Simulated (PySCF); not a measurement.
System: H2B (cation, charge +1), singlet: symmetric bend, bond length relaxed. Scanned: H-B-H angle. Other coordinates (B-H bond length) were minimised at B3LYP/def2-TZVP.

Method: CCSD(T) on RHF/cc-pVTZ, 1 core orbital frozen (PySCF).

Scanned values (°): 180, 170, 160, 150, 140, 130, 120, 110, 100, 90, 80, 70, 60.

Q: Describe the profile: where are the wells and the tops?

A: Lower than their neighbours: 180° (0.0 kcal/mol, end of the scan). Higher than their neighbours: 60° (128.8 kcal/mol, end of the scan). The whole profile spans 128.8 kcal/mol.
